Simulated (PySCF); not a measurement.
HO₃S, charge +1. Atoms are numbered in the order given.

```xyz
5

O     -1.3700     0.6100     0.0000
S     -0.1007    -0.0845     0.0000
O      0.2544    -1.4806     0.0000
O      1.1927     0.8151     0.0000
H      0.9939     1.7959     0.0000
```
Charge +1, spin multiplicity 1.

Geometry: PBE-D3(BJ)/def2-SVP. The isomer is the one that the SMILES or the coordinates give; other isomers of the formula were not compared.

The numbers are results of PBE/def2-TZVPD (PySCF), not measurements.

Symmetry labels are those of the subgroup Cs that the program uses (full group Cs).

Question: List the valence orbital energies around the gap with their symmetry. (An estimate is asked for; the answer gives what the named calculation found.)

Answer: 
```json
[
 {"orbital": "HOMO−7", "symmetry": "A'", "energy (eV)": "-21.61"},
 {"orbital": "HOMO−6", "symmetry": "A\"", "energy (eV)": "-20.56"},
 {"orbital": "HOMO−5", "symmetry": "A'", "energy (eV)": "-20.17"},
 {"orbital": "HOMO−4", "symmetry": "A'", "energy (eV)": "-18.94"},
 {"orbital": "HOMO−3", "symmetry": "A'", "energy (eV)": "-17.35"},
 {"orbital": "HOMO−2", "symmetry": "A\"", "energy (eV)": "-17.29"},
 {"orbital": "HOMO−1", "symmetry": "A\"", "energy (eV)": "-16.94"},
 {"orbital": "HOMO", "symmetry": "A'", "energy (eV)": "-16.25"},
 {"orbital": "LUMO", "symmetry": "A'", "energy (eV)": "-11.55"},
 {"orbital": "LUMO+1", "symmetry": "A\"", "energy (eV)": "-11.29"},
 {"orbital": "LUMO+2", "symmetry": "A'", "energy (eV)": "-6.72"},
 {"orbital": "LUMO+3", "symmetry": "A'", "energy (eV)": "-6.00"}
]
```
